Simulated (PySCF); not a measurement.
Polarisability and C₆ of Mn (manganese, neutral)

[Ar] 3d6 4s1, high-spin 6D determinant (an excited configuration). Computed with PySCF 2.14 in x2c-QZVPPall with one added diffuse shell each of s, p, d, f, g type (12s8p6d5f3g, 128 functions), with the spin-free X2C one-electron Hamiltonian (Gaussian nucleus). Coupled (time-dependent) response in atomic units; α is the mean over directions.

```
method  mean α (bohr³)         α xx, yy, zz  C₆ (like pair)  S(−4)
   UHF           96.42  93.39, 93.39, 102.5           820.4   8924
```

S(−4) is the Cauchy moment in α(ω) = α(0) + S(−4) ω² + …

α(iu) at UHF:

```
u (hartree)  α(iu) (bohr³)
          0          96.42
     0.0500          78.92
      0.100          53.10
      0.200          25.97
      0.300          15.72
      0.500          8.290
      0.750          5.069
       1.00          3.595
       1.50          2.202
       2.00          1.528
       3.00         0.8755
       5.00         0.4026
```

A single London oscillator, α(iu) = α/(1 + u²/ω²), gives C₆ = (3/4) ω α². Matching the computed C₆ needs ω = 4 × 820.4 / (3 × 96.42²) = 0.118 hartree.

The components differ because the open shell of this determinant is not spherical; for a pure term their mean is the scalar polarisability.
